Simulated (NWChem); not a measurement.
# C2H6FNSi; SMILES [SiH2](/C=C/F)N

```xyz
11

N      0.7718    -2.3581     0.2083
Si    -0.4663    -1.1723    -0.0681
C      0.0891     0.5647    -0.4833
C     -0.1722     1.5919     0.3234
F      0.2114     2.8561     0.0573
H      1.2058    -2.8089    -0.5884
H      1.4498    -2.2173     0.9483
H     -1.2903    -1.0492     1.1657
H     -1.2765    -1.7086    -1.1936
H      0.6451     0.7832    -1.3956
H     -0.7138     1.5379     1.2651
```
Atoms are numbered in this order, from 1.

Level: B3LYP/6-31G* (spherical d) (NWChem), optimised geometry, unscaled harmonic frequencies. 

```
frequency (cm⁻¹)  IR intensity (km/mol)
----------------  ---------------------
93                                  1.6
149                                 7.1
177                                15.0
229                                 3.0
311                                14.5
411                               110.0
446                               177.5
539                                26.5
742                                 3.8
820                                27.3
838                                26.9
861                                39.2
914                               182.0
932                               199.2
945                               110.4
989                                37.7
1138                               72.3
1221                               41.1
1372                                6.8
1628                               48.0
1694                              235.7
2240                              128.9
2254                              168.2
3161                                3.7
3204                               12.2
3556                               17.5
3648                               16.8
```

```json
{
 "zero_point_energy": "49.3 kcal/mol",
 "thermal correction to the enthalpy at 298.15 K (with zero-point energy)": "54.3 kcal/mol",
 "heat capacity Cv": "24.0 cal/(mol K)",
 "entropy at 298.15 K and 1 atm (symmetry number 1)": "81.7 cal/(mol K)",
 "dipole_moment": "1.42 D"
}
```

Rigid rotor and harmonic oscillator; modes under 100 cm⁻¹ make the entropy uncertain.
